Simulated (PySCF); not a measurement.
# RbB and its ions

UHF-CCSD(T); PySCF, scalar-relativistic core potentials, basis sets Rb def2-SVPD with ECP28, B def2-SVPD. Neutral (UHF): triplet (σ ↑, π ↑), Re = 3.064 Å, ωe = 239 cm⁻¹, De = 0.60 eV.

RbB⁺ (UHF): doublet (σ ↑), Re = 3.620 Å, ωe = 121 cm⁻¹, De = 0.28 eV to Rb⁺ + B. The energies at the minima are -48.44710 hartree for RbB and -48.28528 for RbB⁺.

Question: Work out the adiabatic ionisation energy, without and with harmonic zero-point energies (1 hartree = 27.2114 eV, 1 eV = 8065.5 cm⁻¹), and the change of the bond length.

Answer: At UHF-CCSD(T): 0.16182 hartree = 4.403 eV between the minima; the zero-point term (121.0 − 239.0)/2 cm⁻¹ = -0.007 eV makes it 4.396 eV. Re changes by +55.6 pm against the neutral. The electron leaves a π orbital, and the ion is left as a loose complex of an ion and an atom.

Correlated steps freeze 1 core orbital. Weak bonds: RbB⁺. Basis-set superposition, not corrected here, can be much of De in a small basis, most of all at correlated wavefunction levels. Spin–orbit coupling is left out. For an ion De counts to the pair picked by the measured ionisation energies or electron affinities, which need not be the lowest pair at this level. States were picked by a PBE0 search and need not be the measured ground states.
